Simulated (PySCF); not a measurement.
BeO, SMILES [Be]=[O]. Heavy atoms are numbered as in [Be:1]=[O:2].

Geometry optimised at B3LYP-D3(BJ)/def2-TZVPD.

Method: PBE0/pcSseg-2 (PySCF).

GIAO shieldings, no solvent; atoms alike by connectivity are averaged. δ = σ(ref) − σ: ¹⁷O against H2O (σ = 327.8 ppm), references at their B3LYP-D3(BJ)/def2-TZVP geometries, non-relativistic.

```tsv
nucleus	atoms	count	δ (ppm)
¹⁷O	O2	1	40.0
```
